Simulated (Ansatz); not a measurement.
Steps of a relaxation of `CO[Si](C)(F)[GeH3]` with RKS PBE-D4/def2-SVP.

```sh
$ ansatz run in.yaml --threads 2 --pin off --events-out ev --progress --plain --max-ram 32768MiB --backend cpu
```

```yaml
crystal:
  periodic: [false, false, false]
  atoms:
    - {symbol: C, position_ang: [-0.700300, 2.122400, -0.199100]}
    - {symbol: O, position_ang: [-0.312400, 1.111400, -1.032600]}
    - {symbol: Si, position_ang: [-0.420000, -0.368600, -0.154400]}
    - {symbol: C, position_ang: [-0.112800, -1.787800, -1.327800]}
    - {symbol: F, position_ang: [-1.873200, -0.521400, 0.625300]}
    - {symbol: Ge, position_ang: [1.322500, -0.439200, 1.416800]}
    - {symbol: H, position_ang: [-1.790800, 2.044600, 0.076700]}
    - {symbol: H, position_ang: [-0.069800, 2.296600, 0.685700]}
    - {symbol: H, position_ang: [-0.667600, 3.130300, -0.742800]}
    - {symbol: H, position_ang: [0.795100, -1.716100, -1.814600]}
    - {symbol: H, position_ang: [-0.241600, -2.753100, -0.740300]}
    - {symbol: H, position_ang: [-0.983300, -1.764900, -2.058800]}
    - {symbol: H, position_ang: [1.099700, 0.720700, 2.427700]}
    - {symbol: H, position_ang: [2.657800, -0.292100, 0.709500]}
    - {symbol: H, position_ang: [1.274800, -1.833600, 2.158100]}
basis:
  gaussian: {orbitals: def2-SVP}
hamiltonian: {xc: pbe, dispersion: d4}
relax: {f_tol: 0.03, max_steps: 200}
```

Positions (Å) and forces (eV/Å) along the path, 9 of 9 steps:

```xyz
15
step=1 energy=-71347.5512 eV
C    -0.700    2.122   -0.199   -1.538    3.344   -0.329
O    -0.312    1.111   -1.033    0.165   -2.428   -0.039
Si   -0.420   -0.369   -0.154    0.714   -0.129   -0.725
C    -0.113   -1.788   -1.328   -4.274   -0.639    1.375
F    -1.873   -0.521    0.625    0.227    0.121   -0.366
Ge    1.323   -0.439    1.417   -0.603   -0.180    0.840
H    -1.791    2.045    0.077    0.450   -0.035    0.353
H    -0.070    2.297    0.686    0.188   -0.258    0.548
H    -0.668    3.130   -0.743    0.136   -0.787    0.199
H     0.795   -1.716   -1.815    2.567    0.095   -1.376
H    -0.242   -2.753   -0.740    0.364    0.668   -0.504
H    -0.983   -1.765   -2.059    0.769   -0.149    0.199
H     1.100    0.721    2.428    0.256   -0.114    0.140
H     2.658   -0.292    0.710    0.494    0.070   -0.200
H     1.275   -1.834    2.158    0.085    0.421   -0.113
15
step=2 energy=-71347.9971 eV
C    -0.724    2.160   -0.227   -0.608    1.458   -0.030
O    -0.363    1.071   -1.030    0.003   -1.174    0.440
Si   -0.373   -0.412   -0.169   -0.016    0.354   -0.615
C    -0.187   -1.807   -1.399   -1.064   -0.147    0.557
F    -1.825   -0.569    0.603    0.022    0.045   -0.076
Ge    1.311   -0.399    1.514   -0.022   -0.079    0.131
H    -1.785    2.091    0.135    0.264   -0.020   -0.023
H    -0.074    2.303    0.665    0.105   -0.111    0.121
H    -0.657    3.125   -0.806    0.042   -0.495    0.060
H     0.766   -1.742   -1.913    0.652   -0.072   -0.393
H    -0.267   -2.764   -0.827    0.184    0.154   -0.224
H    -1.026   -1.798   -2.137    0.268    0.085    0.131
H     1.212    0.723    2.587   -0.032   -0.062   -0.097
H     2.666   -0.263    0.785    0.180    0.025   -0.002
H     1.304   -1.770    2.248    0.022    0.039    0.019
15
step=3 energy=-71348.0898 eV
C    -0.758    2.218   -0.242    0.012    0.272    0.057
O    -0.429    1.051   -0.991   -0.068   -0.382    0.552
Si   -0.390   -0.425   -0.148   -0.030    0.266   -0.462
C    -0.195   -1.807   -1.389    0.160    0.085    0.062
F    -1.849   -0.603    0.603    0.045    0.006    0.076
Ge    1.330   -0.443    1.523    0.086    0.038   -0.068
H    -1.799    2.184    0.159    0.075   -0.021   -0.125
H    -0.083    2.369    0.638    0.001   -0.036   -0.114
H    -0.660    3.118   -0.891   -0.016   -0.186    0.005
H     0.781   -1.734   -1.916   -0.108   -0.017    0.038
H    -0.239   -2.780   -0.860    0.027   -0.029   -0.018
H    -1.010   -1.781   -2.137   -0.048    0.033   -0.068
H     1.218    0.684    2.583   -0.030    0.009   -0.007
H     2.717   -0.300    0.826   -0.079    0.012    0.028
H     1.342   -1.800    2.270   -0.026   -0.050    0.043
15
step=4 energy=-71348.1151 eV
C    -0.741    2.225   -0.235    0.008   -0.031    0.101
O    -0.423    1.015   -0.909   -0.149    0.024   -0.029
Si   -0.403   -0.471   -0.131    0.072    0.329    0.114
C    -0.201   -1.805   -1.405    0.098   -0.057   -0.073
F    -1.844   -0.664    0.650    0.032   -0.035   -0.016
Ge    1.324   -0.435    1.523    0.028   -0.125   -0.008
H    -1.783    2.209    0.161    0.058    0.029   -0.047
H    -0.056    2.415    0.627   -0.019    0.004   -0.039
H    -0.643    3.079   -0.938    0.002   -0.105   -0.042
H     0.774   -1.711   -1.930   -0.080    0.011    0.030
H    -0.240   -2.798   -0.917    0.004   -0.039   -0.004
H    -1.015   -1.749   -2.152   -0.039    0.002   -0.071
H     1.185    0.701    2.569   -0.024    0.022   -0.016
H     2.706   -0.278    0.825   -0.038    0.006    0.033
H     1.338   -1.782    2.291    0.047   -0.036    0.067
15
step=5 energy=-71348.1299 eV
C    -0.753    2.243   -0.259    0.101   -0.056   -0.050
O    -0.482    1.003   -0.901   -0.041    0.140    0.038
Si   -0.390   -0.467   -0.116   -0.059   -0.041    0.200
C    -0.199   -1.783   -1.417    0.056   -0.068   -0.090
F    -1.799   -0.705    0.715    0.000   -0.008   -0.055
Ge    1.325   -0.482    1.555    0.043   -0.016   -0.032
H    -1.777    2.259    0.177    0.030    0.020   -0.009
H    -0.023    2.463    0.558   -0.068   -0.016   -0.070
H    -0.676    3.052   -1.017   -0.018   -0.043    0.056
H     0.758   -1.657   -1.964   -0.042    0.007    0.022
H    -0.204   -2.791   -0.953   -0.011    0.030   -0.012
H    -1.030   -1.725   -2.150   -0.002   -0.003    0.002
H     1.160    0.667    2.584    0.000    0.021    0.002
H     2.707   -0.311    0.866    0.037    0.011    0.035
H     1.359   -1.817    2.351   -0.025    0.022   -0.037
15
step=6 energy=-71348.1334 eV
C    -0.749    2.241   -0.261    0.057   -0.051   -0.070
O    -0.492    0.993   -0.889   -0.030    0.120    0.030
Si   -0.398   -0.476   -0.102   -0.069   -0.064    0.042
C    -0.202   -1.779   -1.419    0.003   -0.052   -0.025
F    -1.815   -0.727    0.711    0.066    0.003   -0.017
Ge    1.332   -0.481    1.556    0.011    0.004    0.012
H    -1.767    2.270    0.187    0.004    0.013    0.008
H    -0.010    2.470    0.542   -0.023   -0.006   -0.022
H    -0.681    3.037   -1.031   -0.007   -0.010    0.037
H     0.754   -1.643   -1.963    0.003    0.003    0.003
H    -0.206   -2.793   -0.968   -0.002    0.020   -0.016
H    -1.032   -1.715   -2.152    0.008    0.006    0.025
H     1.161    0.673    2.580   -0.010   -0.002    0.011
H     2.724   -0.304    0.890    0.000   -0.004   -0.006
H     1.358   -1.817    2.349   -0.012    0.020   -0.011
15
step=7 energy=-71348.1348 eV
C    -0.744    2.241   -0.262    0.012   -0.044   -0.030
O    -0.506    0.989   -0.885   -0.022    0.031    0.009
Si   -0.401   -0.482   -0.100   -0.035   -0.015    0.018
C    -0.200   -1.781   -1.423   -0.018   -0.008    0.006
F    -1.811   -0.744    0.721    0.050    0.001   -0.027
Ge    1.329   -0.477    1.557   -0.001    0.017    0.008
H    -1.753    2.281    0.204    0.000    0.007    0.007
H     0.010    2.471    0.525    0.006    0.001    0.005
H    -0.686    3.034   -1.036    0.001    0.004    0.005
H     0.752   -1.634   -1.970    0.010    0.004   -0.004
H    -0.197   -2.797   -0.979   -0.001    0.010   -0.003
H    -1.035   -1.717   -2.151    0.004    0.002    0.008
H     1.150    0.676    2.582   -0.005   -0.007    0.000
H     2.724   -0.300    0.896   -0.003   -0.005   -0.001
H     1.347   -1.812    2.350    0.000    0.003    0.000
15
step=8 energy=-71348.1351 eV
C    -0.740    2.236   -0.258    0.019   -0.006   -0.053
O    -0.521    0.985   -0.887   -0.013    0.034    0.008
Si   -0.402   -0.485   -0.103   -0.020   -0.014   -0.008
C    -0.204   -1.782   -1.425   -0.003   -0.029   -0.015
F    -1.806   -0.760    0.719   -0.019   -0.003    0.023
Ge    1.325   -0.466    1.554    0.037   -0.015    0.019
H    -1.751    2.293    0.202   -0.018    0.001    0.010
H     0.012    2.448    0.536    0.019   -0.002    0.020
H    -0.660    3.032   -1.025   -0.006    0.010    0.003
H     0.750   -1.642   -1.970    0.024    0.003   -0.011
H    -0.207   -2.797   -0.979    0.003   -0.005   -0.004
H    -1.035   -1.715   -2.156    0.000    0.008    0.014
H     1.140    0.684    2.580   -0.010    0.005    0.006
H     2.721   -0.281    0.895   -0.007    0.000   -0.002
H     1.355   -1.801    2.347   -0.007    0.013   -0.009
15
step=9 energy=-71348.1359 eV
C    -0.732    2.237   -0.260   -0.012   -0.001    0.007
O    -0.546    0.978   -0.883   -0.004    0.007    0.001
Si   -0.409   -0.492   -0.100    0.010    0.003   -0.012
C    -0.201   -1.783   -1.430   -0.005   -0.001    0.002
F    -1.804   -0.786    0.731   -0.020   -0.003    0.009
Ge    1.320   -0.462    1.556    0.010    0.001    0.009
H    -1.730    2.310    0.229    0.015   -0.003   -0.008
H     0.044    2.448    0.512    0.004   -0.006    0.000
H    -0.666    3.026   -1.035   -0.001    0.003   -0.002
H     0.749   -1.628   -1.979    0.006    0.002   -0.003
H    -0.193   -2.801   -0.992    0.002   -0.003    0.000
H    -1.038   -1.717   -2.155   -0.001   -0.001   -0.001
H     1.122    0.688    2.581    0.001   -0.002    0.000
H     2.718   -0.274    0.904   -0.005    0.003    0.000
H     1.345   -1.796    2.350    0.000    0.001   -0.002
```

Run time 37 s (2 threads of an AMD EPYC 7R13 on a shared host); peak host memory 0.25 GiB.
